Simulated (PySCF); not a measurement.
## CoCl₂, quartet: structure and spectrum

Level of theory: PySCF, UB3LYP, basis Co def2-TZVP, Cl def2-TZVP (no relativity, density fitting).

The structure is a minimum.

- Point group: D∞h
- Bond lengths: Co–Cl 2.100 Å (×2)
- Bond angles: Cl–Co–Cl 180.0°
- Highest occupied level (β): -8.59 eV
- Lowest empty level (β): -4.56 eV
- Entropy at 298.15 K and 1 bar (electronic part: spin only): 293.2 J/(mol K)
- Principal polarisabilities: 32.0, 32.0, 86.3 bohr³
- Atomisation energy without zero-point energy: 741 kJ/mol
- Spin squared ⟨S²⟩: 3.761
- Heat capacity Cp at 298.15 K: 57.4 J/(mol K)
- Enthalpy at 298.15 K above 0 K: 14.33 kJ/mol
- Rotational symmetry number: 2
- Principal quadrupole moments (Buckingham, traceless) about the centre of mass: -8.19, 4.10, 4.10 D Å
- Dipole moment: 0.00 D
- Rotational constants: 0.05466 cm⁻¹
- Zero-point energy: 6.0 kJ/mol

Harmonic modes (masses in u: Co 58.933, Cl 34.969):
```json
{"symmetry": "πu", "ω (cm⁻¹)": "76", "IR (km/mol, summed over degenerate members)": "20.9", "μ (u)": "44.87", "type": "bend"}
{"symmetry": "σg+", "ω (cm⁻¹)": "347", "IR (km/mol, summed over degenerate members)": "0.0", "μ (u)": "34.97", "type": "stretch"}
{"symmetry": "σu+", "ω (cm⁻¹)": "499", "IR (km/mol, summed over degenerate members)": "131", "μ (u)": "44.87", "type": "stretch"}
```

In D∞h the vibrations span πu + σg+ + σu+. The σg+ mode carries no infrared intensity, as symmetry demands. With a centre of inversion only u modes can be infrared active and only g modes Raman active.

Charges (e):
```json
{"atom": "Co1", "Mulliken": "0.67", "Löwdin": "-0.07", "polar tensor": "1.08", "spin (Mulliken)": "2.65", "Mayer order to Co1": "–"}
{"atom": "Cl2,3", "Mulliken": "-0.33", "Löwdin": "0.04", "polar tensor": "-0.54", "spin (Mulliken)": "0.17", "Mayer order to Co1": "1.14"}
```

Mulliken populations on Co1: s 6.66, p 12.34, d 7.33, f 0.00.

Formally Co is in oxidation state +2, d7, with 3 unpaired electrons (the high-spin count). The Mulliken spin on Co is 2.65. The polar-tensor charge on Co, 1.08, is far below the formal one.

This need not be the most stable arrangement of these atoms. With open d or f shells other occupations or spin states may lie lower.

The final relaxation and frequency run took 27 s on 4 threads of a shared Arm Neoverse V1 host, with 119 basis functions and 6 gradients; the process peaked at 1.2 GiB. Launch command: `OMP_NUM_THREADS=4 python axn.py task.json out`.
